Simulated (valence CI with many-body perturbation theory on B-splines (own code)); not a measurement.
**E1 transitions of Nd XI**

Level of theory: configuration interaction combined with many-body perturbation theory (CI+MBPT): four valence electrons over a frozen Dirac-Fock core [Kr] 4d10, radial functions for each j: 7 s, 7 p, 7 d, 7 f, 4 g, 2 h, with the one-electron correlation potential Σ1 (screened to all orders), the two-electron term Σ2, the three-electron term Σ3, Breit, model QED; selected single and double excitations, second order for the rest, scaled by the run's own slope (own B-spline code, finite nucleus).

No measured spectrum was set against this ion. As an estimate, terms of the open shell hold to a few per cent of their energy, and close levels can change places; configurations with another count of f electrons can be misplaced by thousands of cm⁻¹. Among the levels kept, up to 300 cm⁻¹ of a level comes from second order outside the variational space, and about a tenth of that is noise between levels of different J, which matters for small intervals.

Lines 201 to 250 of 548 in falling wavelength, among levels below 221500 cm⁻¹, chosen from the strongest by gf and those to the six lowest levels. Wavelengths and rates use the calculated energies, so an error of 2000 cm⁻¹ moves a line at 60.99 nm by 1.2 % and its rate by three times that or more. Electric multipoles are in the length gauge, E1 and E2 with the static RPA response of the core. Weak lines are less certain than strong ones. Lines between different terms over intervals too small for the method are left out, as are lines whose strength nearly cancels. Where a level lies close to another of its J and parity, the split of strength between their lines is uncertain. The highest levels of a list are the least certain.

Names give the largest LS component (configuration and term), which can be under half, so a name can repeat, a term be missing and a line seem to break the LS rules; names also repeat where a configuration has a term twice. Letters in brackets count levels of one name in rising energy.

```tsv
λ vac (nm)	Upper	Lower	A (s⁻¹)	S (a.u.)
60.99	4f²5s5p ³I°_6 [a]	4f²5s² ³H_5	7.27e+07	1.06e-01
60.95	4f5s5p² ³F°_3	4f5s²5p ³D_3	1.91e+08	1.49e-01
60.93	4f²5s5p ⁵D°_2 [a]	4f²5s² ³F_3	5.08e+07	2.84e-02
60.91	4f²5s5p ⁵G°_6 [c]	4f²5s² ¹I_6	2.15e+07	3.12e-02
60.90	4f²5s5p ³I°_5 [b]	4f²5s² ¹G_4	1.93e+07	2.37e-02
60.88	4f²5s5p ³F°_4 [a]	4f5s²5p ¹F_3	2.33e+07	2.33e-02
60.63	4f²5s5p ³H°_5 [b]	4f²5s² ³H_5	2.06e+07	2.49e-02
60.55	4f²5s5p ³H°_4 [c]	4f²5s² ³H_4	5.04e+07	4.97e-02
60.48	4f²5s5p ³G°_4 [a]	4f5s²5p ³G_4	1.32e+07	1.29e-02
60.42	4f³5s ³K°_6	4f²5s² ¹I_6	3.60e+07	5.09e-02
60.15	4f²5s5p ⁵S°_2 [b]	4f²5s² ³F_3	6.04e+07	3.24e-02
59.99	4f²5s5p ⁵H°_5	4f²5s² ¹G_4	2.06e+07	2.42e-02
59.98	4f²5s5p ³F°_3 [a]	4f²5s² ³F_4	1.22e+08	9.07e-02
59.89	4f²5s5p ³G°_4 [a]	4f5s²5p ³F_3	1.09e+07	1.04e-02
59.86	4f²5s5p ³H°_6 [a]	4f²5s² ¹I_6	1.84e+07	2.53e-02
59.85	4f²5s5p ³H°_4 [c]	4f5s²5p ³G_3	1.78e+07	1.70e-02
59.75	4f5s5p² ³D°_1	4f²5s² ³P_1	6.05e+07	1.91e-02
59.68	4f²5s5p ³G°_3 [b]	4f5s²5p ³G_3	2.08e+07	1.53e-02
59.65	4f²5s5p ³I°_5 [b]	4f²5s² ³F_4	1.89e+07	2.18e-02
59.64	4f²5s5p ³F°_3 [a]	4f²5s² ³F_3	5.98e+07	4.38e-02
59.52	4f²5s5p ³H°_5 [b]	4f²5s² ³H_4	1.20e+07	1.37e-02
59.33	4f³5s ⁵G°_6 [b]	4f²5s² ¹I_6	8.36e+07	1.12e-01
59.30	4f²5s5p ³I°_7 [b]	4f²5s² ¹I_6	1.23e+07	1.90e-02
59.26	4f³5s ⁵D°_4	4f5s²5p ³F_4	2.83e+07	2.62e-02
59.25	4f³5s ⁵F°_3 [a]	4f²5s² ¹G_4	1.18e+08	8.44e-02
59.10	4f5s5p² ³G°_3 [a]	4f5s²5p ³G_3	6.60e+07	4.70e-02
58.98	4f²5s5p ³F°_3 [a]	4f²5s² ³F_2	2.87e+07	2.04e-02
58.86	4f²5s5p ³D°_1 [b]	4f²5s² ³P_0	1.24e+08	3.75e-02
58.86	4f³5s ³G°_3 [c]	4f5s²5p ¹F_3	6.34e+07	4.46e-02
58.80	4f²5s5p ³H°_6 [b]	4f5s²5p ³G_5	7.57e+07	9.87e-02
58.74	4f5s5p² ⁵G°_3 [b]	4f5s²5p ³G_4	2.12e+07	1.49e-02
58.70	4f³5s ³G°_4 [b]	4f5s²5p ¹F_3	5.22e+07	4.69e-02
58.59	4f²5s5p ³I°_6 [b]	4f²5s² ³H_5	1.63e+07	2.10e-02
58.56	4f³5s ⁵F°_3 [b]	4f²5s² ¹G_4	8.07e+07	5.60e-02
58.35	4f²5s5p ⁵G°_4 [b]	4f²5s² ³F_4	2.30e+07	2.03e-02
58.31	4f²5s5p ⁵G°_3 [b]	4f²5s² ¹G_4	2.89e+07	1.98e-02
58.27	4f5s5p² ⁵G°_4	4f5s²5p ³G_4	8.70e+06	7.65e-03
58.22	4f²5s5p ³F°_3 [a]	4f5s²5p ³G_4	2.11e+07	1.44e-02
58.18	4f5s5p² ⁵G°_3 [b]	4f5s²5p ³F_3	5.01e+07	3.41e-02
58.05	4f5s5p² ³F°_4	4f5s²5p ¹F_3	7.60e+07	6.60e-02
58.02	4f²5s5p ⁵G°_4 [b]	4f²5s² ³F_3	5.90e+07	5.12e-02
57.85	4f³5s ⁵D°_4	4f5s²5p ¹F_3	2.44e+07	2.09e-02
57.75	4f5s5p² ³G°_5	4f²5s² ¹I_6	3.76e+07	3.93e-02
57.73	4f5s5p² ³D°_1	5s²5p² ³P_0	1.45e+08	4.13e-02
57.72	4f5s5p² ³F°_3	4f5s²5p ¹F_3	8.38e+07	5.57e-02
57.60	4f³5s ³F°_3 [c]	4f5s²5p ³D_2	5.67e+07	3.74e-02
57.58	4f²5s5p ³D°_1 [b]	4f²5s² ³P_1	1.98e+08	5.58e-02
57.50	4f5s5p² ⁵G°_3 [b]	4f5s²5p ³F_2	3.65e+07	2.40e-02
57.47	4f5s5p² ⁵G°_4	4f²5s² ³H_5	1.35e+07	1.14e-02
57.34	4f²5s5p ⁵H°_5	4f²5s² ³H_6	2.27e+07	2.33e-02
```
